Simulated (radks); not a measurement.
All-electron atom: Rh+ in [Kr] 4d8.

Calculated with a radial shooting solver on a logarithmic mesh with Libxc functionals: scalar-relativistic Kohn-Sham, PBE, spin-unpolarised, spherical densities, point nucleus.

Energy parts (hartree):
part                        energy
total                  -4783.84167
kinetic                 4954.46106
electron-nucleus      -11534.97227
Hartree                 1935.01085
exchange-correlation    -138.34131

Orbitals (lengths in bohr, moments of r in powers of bohr; r(90%) holds 90 % of the orbital's charge):
| orbital | occ. | eigenvalue (hartree) | <r> | r(90%) |
|---|---|---|---|---|
| 1s | 2 | -846.9463 | 0.03263 | 0.0585 |
| 2s | 2 | -123.0230 | 0.1419 | 0.219 |
| 2p | 6 | -110.2803 | 0.1237 | 0.201 |
| 3s | 2 | -22.21300 | 0.3907 | 0.576 |
| 3p | 6 | -18.02366 | 0.3905 | 0.588 |
| 3d | 10 | -11.32576 | 0.3704 | 0.588 |
| 4s | 2 | -3.31426 | 0.9810 | 1.43 |
| 4p | 6 | -2.13680 | 1.083 | 1.61 |
| 4d | 8 | -0.49918 | 1.545 | 2.50 |

The highest occupied level is 4d at -13.583 eV. For comparison, the ionisation energy in NIST's Atomic Spectra Database is 18.080 eV (semi-empirical). In exact Kohn-Sham theory the highest level is minus the ionisation energy, but local and semilocal functionals leave it too shallow, through self-interaction and a potential that decays too fast; potentials with the right tail come closer.

Beside tabulated values, note that spin-unpolarised runs miss the spin-polarisation part of the exchange energy of open shells.
